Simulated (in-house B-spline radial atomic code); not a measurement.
RPA and G0W0 on LC-wPBE: neutral zinc

Configuration [Ar] 3d10 4s2, mean-field start LC-wPBE. Computed with an all-electron radial atomic-structure program (B-spline basis): all electrons, non-relativistic, point nucleus, each spin shell either full or empty, empty states to l = 9 with an (l + 1/2)⁻⁴ tail; G0W0 by contour deformation at full frequency.

Command:
```bash
python run_gw.py task.json out
```
Settings (radii: box in bohr, nucleus in fm):
```
Z                        30
electrons                30
configuration            [Ar] 3d10 4s2
hamiltonian              nr
method                   lc_wpbe
lmax                     9
spin_polarised           False
box_radius               40
intervals                55
ion_configuration        [Ar] 3d10 4s1
```

Time taken, with all properties: 7 s on 1 thread of Arm Neoverse N1, with other jobs on the host.

Energies (hartree):

```csv
term,value
mean-field total,-1779.20001
Hartree-Fock functional on these orbitals,-1777.81073
direct second order,-2.6783
second-order exchange,0.75745
SOSEX correction,0.67405
```

(1) What is the RPA correlation energy, and what remains with SOSEX?

Quasi-particle levels (eV):

| level | occupied | mean field | Σx - vxc | Σc | QP weight | G0W0 |
| --- | --- | --- | --- | --- | --- | --- |
| 4s | yes | -8.907 | 0.87 | ? | ? | ? |

G0W0 = mean field + (Σx - vxc) + Σc, with Σc (partial-wave tail included) taken at the quasi-particle energy. Only the outer levels were computed. Levels of low weight are left out.

(2) Where does G0W0 put 4s?

(3) What does it cost to remove one electron (to [Ar] 3d10 4s1) by differences of total energies, each species on its own start (correlation terms add to the Hartree-Fock functional)?

Answers

(1) RPA gives -2.1895 hartree (-1.99 eV per electron); RPA + SOSEX gives -1.5155, and the second-order doubles -1.9209 hartree (no singles). RPA lacks exchange-type terms and so overcorrelates at short range.

(2) At -9.359 eV, with Σc = -1.32 eV and a quasi-particle weight of 0.944. The tabulated removal energy is 9.394 eV (NIST, measured); the calculation leaves out relativity, Breit and QED terms, and what these don't explain is the method's own error.

(3) LC-wPBE 8.924 eV, Hartree-Fock functional 7.459 eV, + RPA 9.048 eV, + RPA + SOSEX 8.692 eV, + second order 9.539 eV. Tabulated: 9.394 eV (NIST, measured); the calculation leaves out relativity, Breit and QED terms, and what these don't explain is the method's own error.
